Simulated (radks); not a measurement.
All-electron atom: the europium ion Eu6+ in [Kr] 4d10 4f5 5s2 5p4.

All-electron calculation, scalar-relativistic Kohn-Sham, PBEsol, spin-polarised, spherical densities, finite nucleus; open shells are filled with parallel spins first (spin-orbit coupling, left out, can overturn this in heavy ions); Fermi nuclear charge, rms radius 5.1115 fm. Program: a radial shooting solver on a logarithmic mesh with Libxc functionals.

Energy parts (eV):
total: -294721.82
kinetic: 315703.75
electron-nucleus: -713546.13
Hartree: 109528.66
exchange-correlation: -6408.10

Orbitals (lengths in bohr, moments of r in powers of bohr; <r^-3> diverges for s and p1/2; r(90%) holds 90 % of the orbital's charge):
| orbital | occ. | eigenvalue (eV) | r(90%) | <r^-3> | <r> | <1/r> |
|---|---|---|---|---|---|---|
| 1s up | 1 | -48429.43 | 0.0404 | - | 0.02233 | 70.19 |
| 1s down | 1 | -48429.25 | 0.0404 | - | 0.02233 | 70.19 |
| 2s up | 1 | -8026.642 | 0.147 | - | 0.09515 | 16.27 |
| 2s down | 1 | -8026.493 | 0.147 | - | 0.09515 | 16.27 |
| 2p up | 3 | -7162.603 | 0.137 | 10770 | 0.08391 | 15.23 |
| 2p down | 3 | -7162.416 | 0.137 | 10770 | 0.08391 | 15.23 |
| 3s up | 1 | -1836.424 | 0.366 | - | 0.2498 | 5.958 |
| 3s down | 1 | -1834.216 | 0.366 | - | 0.2496 | 5.963 |
| 3p up | 3 | -1567.463 | 0.371 | 2242 | 0.2482 | 5.609 |
| 3p down | 3 | -1565.250 | 0.371 | 2246 | 0.2480 | 5.615 |
| 3d up | 5 | -1207.166 | 0.352 | 303.4 | 0.2261 | 5.324 |
| 3d down | 5 | -1205.427 | 0.352 | 304.1 | 0.2259 | 5.329 |
| 4s up | 1 | -435.8652 | 0.810 | - | 0.5643 | 2.517 |
| 4s down | 1 | -430.8400 | 0.810 | - | 0.5643 | 2.516 |
| 4p up | 3 | -346.9663 | 0.867 | 503.4 | 0.5965 | 2.318 |
| 4p down | 3 | -341.9658 | 0.866 | 502.7 | 0.5963 | 2.318 |
| 4d up | 5 | -222.9499 | 0.969 | 57.31 | 0.6463 | 2.048 |
| 4d down | 5 | -217.9241 | 0.968 | 57.23 | 0.6461 | 2.047 |
| 4f up | 5 | -87.8821 | 1.30 | 8.378 | 0.7935 | 1.581 |
| 4f down | 0 | -82.7614 | 1.32 | 8.352 | 0.7986 | 1.576 |
| 5s up | 1 | -121.6585 | 1.81 | - | 1.277 | 1.044 |
| 5s down | 1 | -117.0178 | 1.83 | - | 1.288 | 1.034 |
| 5p up | 3 | -97.0680 | 2.03 | 91.09 | 1.421 | 0.9254 |
| 5p down | 1 | -92.8658 | 2.06 | 87.66 | 1.441 | 0.9111 |
| 5d up | 0 | -64.3822 | 2.52 | 8.339 | 1.746 | 0.7411 |
| 5d down | 0 | -61.1920 | 2.60 | 7.674 | 1.794 | 0.7180 |
| 6s up | 0 | -51.9910 | 3.54 | - | 2.545 | 0.5179 |
| 6s down | 0 | -50.5096 | 3.61 | - | 2.592 | 0.5074 |

The highest occupied level is 4f up at -87.882 eV. The electron density at the nucleus is 6.05e+05 e/bohr^3 (large components only). For comparison, the ionisation energy in NIST's Atomic Spectra Database is 105 eV (theoretical). In exact Kohn-Sham theory the highest level is minus the ionisation energy, but local and semilocal functionals leave it too shallow, through self-interaction and a potential that decays too fast; potentials with the right tail come closer. The spin density at the nucleus is -4.29 e/bohr^3 (1s -1.19, 2s -0.54, 3s -11.98, 4s 2.35, 5s 7.08). The density falls to 0.001 e/bohr^3 at r = 2.87 bohr. Spin moment in Bohr magnetons: 7. Summed over all electrons, <r^2> = 25.87 bohr^2, which gives a Langevin (diamagnetic) susceptibility term of -20.5 x 10^-6 cm^3/mol.
